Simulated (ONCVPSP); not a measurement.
Transferability test, ONCV potential for boron

- Element: boron (B)
- Generator: ONCVPSP 4.0.1
- Type: optimised norm-conserving Vanderbilt (ONCV)
- Functional: LDA (Perdew-Wang 92)
- Relativity: non-relativistic
- Frozen core: [He]
- Valence charge: 3
- Reference configuration: 2s1 2p2
- Partial waves: 2s: rc 1.70 bohr, ncon 4, nbas 7, qcut 3.7 1/bohr, 1 projector; 2p: rc 2.85 bohr, ncon 3, nbas 7, qcut 5.7 1/bohr, 2 projectors, debl 2 Ha
- Local potential: polynomial inside 1.55 bohr (lpopt 5, dvloc0 -1 Ha)
- Core correction: polynomial model core, fcfact 0.25

Energies are relative to the spin-unpolarised reference configuration 2s1 2p2; without spin polarisation the order of configurations can differ from experiment.

```csv
valence configuration,charge,ΔE all-electron (eV),error AE − PS (meV)
2s2 2p1,0,-5.679,-6.1
2s1 2p0,+2,27.936,+348
```

(1) What are ΔE and the potential's error for 2s2 2p0?

(2) What are ΔE and the potential's error for 2s2 2p0.5?

Levels in the configuration 2s2 2p1:

```tsv
level	all-electron (eV)	pseudo (eV)
2s	-9.379	-9.338
2p	-3.717	-3.689
```

Results:

(1) ΔE = 2.645 eV all-electron; the error (AE − PS) is +114 meV.

(2) ΔE = -2.737 eV all-electron; the error (AE − PS) is +25 meV.
